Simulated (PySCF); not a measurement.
CH6ClGeN, SMILES [NH2][Ge@H]([Cl])[CH3]. Atoms are numbered in the order given.

```xyz
10

C     -1.4852    -1.2838    -0.0245
Ge     0.0204    -0.1406    -0.4249
N      1.5662    -1.0779    -0.2315
Cl    -0.0876     1.5230     0.9877
H     -1.5156    -2.1318    -0.7249
H     -1.3948    -1.6700     1.0018
H     -2.4235    -0.7158    -0.1001
H      0.0180     0.4960    -1.8174
H      1.6804    -1.5516     0.6614
H      2.4209    -0.5708    -0.4473
```
Charge 0, spin multiplicity 1.

Geometry: ωB97X-D3(BJ)/def2-SVP. The structure was generated by enumeration; whether it is a known compound was not checked. Other conformers were not sampled.

Two levels are set side by side: PBE/pcSseg-1 (PySCF) and PBE0/pcSseg-1 (PySCF). GIAO shifts against GeH4 (⁷³Ge), HCl (³⁵Cl), NH3 (¹⁵N), TMS (¹H), TMS (¹³C) at the same level; non-relativistic, no solvent, atoms listed together averaged. Without spin–orbit terms, shifts of atoms bonded to Cl or Br come out too high at both levels. Differences are taken from unrounded values.

```tsv
quantity	PBE0	PBE	PBE minus PBE0
δ(¹³C) of C1 (ppm)	5.4	6.8	1.4
δ(⁷³Ge) of Ge2 (ppm)	394.7	420.0	25.3
δ(¹⁵N) of N3 (ppm)	38.4	47.6	9.2
δ(³⁵Cl) of Cl4 (ppm)	42.6	76.2	33.6
δ(¹H) of H8 (ppm)	5.77	6.00	0.23
```

Rough cost on one machine, each run with all the roots and properties that it gave: PBE0 against PBE about 3 times.
